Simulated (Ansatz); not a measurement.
The cluster Hg4O5, 9 atoms. Hardware: 4 threads of Arm Neoverse V2 on a shared host.

In the def2 sets Hg takes a core potential; there is no spin–orbit coupling. Correlated methods freeze 5 core orbitals; core or outer-core shells of Hg are correlated, in sets that lack core-valence functions.

(1) How many basis functions does each of these Ansatz runs have, and roughly what does it cost? PBE-D4/def2-SVP, charge 0 singlet, energy, from earlier orbitals; MP2/def2-TZVP, charge 0 singlet, energy, from earlier orbitals; PBE0-D4/def2-TZVP, charge 0 singlet, energy, from earlier orbitals; PBE0-D4/def2-SVP, charge 0 singlet, energy, from earlier orbitals; r2SCAN-D4/def2-TZVP, charge 0 singlet, energy, from earlier orbitals; ωB97X-V/def2-TZVP, charge 0 singlet, energy, from earlier orbitals; B3LYP-D4/def2-SVP, charge 0 singlet, relaxation, 14 steps; r2SCANh-D4/def2-TZVP, charge 0 singlet, energy, from earlier orbitals; B97M-V/def2-TZVP, charge 0 singlet, energy, from earlier orbitals; RPA@PBE/def2-TZVP, charge 0 singlet, energy, from earlier orbitals; PBE-D4/def2-TZVP, charge 0 singlet, energy and forces, from earlier orbitals.

## Answers

(1) Other jobs shared the machine, so times can vary by a factor of up to 3. A dash marks memory too small to be measured apart from the calling script's.

| run | functions | fitting or Cholesky vectors | wall time | peak host memory (GiB) |
| --- | --- | --- | --- | --- |
| PBE-D4/def2-SVP, charge 0 singlet, energy, from earlier orbitals | 198 | 1967 | 5.5 s | – |
| PBE0-D4/def2-SVP, charge 0 singlet, energy, from earlier orbitals | 198 | 1951 | 8.5 s | 0.7 |
| PBE-D4/def2-TZVP, charge 0 singlet, energy and forces, from earlier orbitals | 327 | 2315 | 10 s | 0.68 |
| r2SCAN-D4/def2-TZVP, charge 0 singlet, energy, from earlier orbitals | 327 | 2315 | 20 s | 0.75 |
| PBE0-D4/def2-TZVP, charge 0 singlet, energy, from earlier orbitals | 327 | 2531 | 27 s | 1.6 |
| r2SCANh-D4/def2-TZVP, charge 0 singlet, energy, from earlier orbitals | 327 | 2315 | 27 s | 1.6 |
| B97M-V/def2-TZVP, charge 0 singlet, energy, from earlier orbitals | 327 | 2315 | 33 s | 0.9 |
| ωB97X-V/def2-TZVP, charge 0 singlet, energy, from earlier orbitals | 327 | 2520 | 45 s | 1.9 |
| MP2/def2-TZVP, charge 0 singlet, energy, from earlier orbitals | 327 | 2520 | 68 s | 1.8 |
| RPA@PBE/def2-TZVP, charge 0 singlet, energy, from earlier orbitals | 327 | 2520 | 74 s | 1.9 |
| B3LYP-D4/def2-SVP, charge 0 singlet, relaxation, 14 steps | 198 | 2127 | 1.9 min | 0.76 |
